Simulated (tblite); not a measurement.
Species: C4H7BF2.
SMILES with atom numbers: `[F:1][B:2]([F:3])[CH:4]1[CH2:5][CH2:6][CH2:7]1` (hydrogens: H8 on C4; H9, H10 on C5; H11, H12 on C6; H13, H14 on C7)

Computed with GFN2-xTB (tblite), gas phase: L-BFGS steps from a force-field or distance-geometry start until the largest atomic force falls under 0.01 eV/Å.

Geometry at step 7:
```
atom  x, y, z in Å
F1      1.8215   -0.4638    1.5172
B2      1.8814   -0.2313    0.2195
F3      3.1157   -0.1091   -0.2058
C4      0.5521   -0.0639   -0.5851
C5     -0.2766    1.1078    0.0092
C6     -1.4794    0.1702    0.1563
C7     -0.5773   -1.0279   -0.1493
H8      0.6561    0.0242   -1.6626
H9      0.1189    1.4459    0.9626
H10    -0.3831    1.9682   -0.6425
H11    -2.2163    0.3336   -0.6206
H12    -1.9801    0.1499    1.1217
H13    -0.2990   -1.5692    0.7498
H14    -0.9347   -1.7352   -0.8925
```

Question: What forces act on the atoms?

Answer: 
| atom | Fx (eV/Å) | Fy (eV/Å) | Fz (eV/Å) |
| --- | --- | --- | --- |
| F1 | 0.026 | -0.061 | 0.181 |
| B2 | 0.086 | -0.124 | 0.157 |
| F3 | 0.239 | 0.066 | -0.293 |
| C4 | 0.216 | 0.001 | 0.069 |
| C5 | -0.093 | 0.008 | 0.060 |
| C6 | -0.132 | 0.013 | -0.062 |
| C7 | -0.044 | 0.019 | 0.052 |
| H8 | -0.001 | -0.063 | -0.067 |
| H9 | -0.029 | 0.040 | 0.093 |
| H10 | -0.132 | 0.036 | -0.074 |
| H11 | -0.172 | 0.038 | -0.090 |
| H12 | 0.049 | 0.084 | 0.005 |
| H13 | -0.039 | -0.110 | 0.045 |
| H14 | 0.026 | 0.053 | -0.075 |

The largest, 0.38 eV/Å, acts on F3; the rms over all components is 0.102 eV/Å. The forces sum to zero within rounding, as they must for an isolated molecule in no field.

Question: Give the force on F3 in Eh/bohr and in nN.

Answer: 0.384 eV/Å ÷ 51.422 = 0.00746 Eh/bohr, and 0.384 eV/Å × 1.602 = 0.61 nN.

Question: How far is this geometry from the end of the optimisation?

Answer: 0.064 eV above it, and 0.140 Å rms away after alignment. The bonds farthest from their final lengths, with half the difference of the two atoms' forces along the bond (positive lengthens):

```
  bond  now (Å)  final (Å)  force along bond (eV/Å)
 B2–C4    1.563      1.572                    -0.03
 B2–F3    1.311      1.320                    +0.15
 C4–H8    1.086      1.091                    +0.05
C6–H11    1.083      1.088                    +0.03
 C4–C5    1.553      1.557                    +0.08
 C4–C7    1.548      1.551                    +0.09
```

The angle farthest from its final value is B2–C4–C5, 109.7° against 116.7°.

What follows is the cost of the whole relaxation. Time: 0.22 s wall. Hardware: one thread of an Arm Neoverse V2 (shared host).
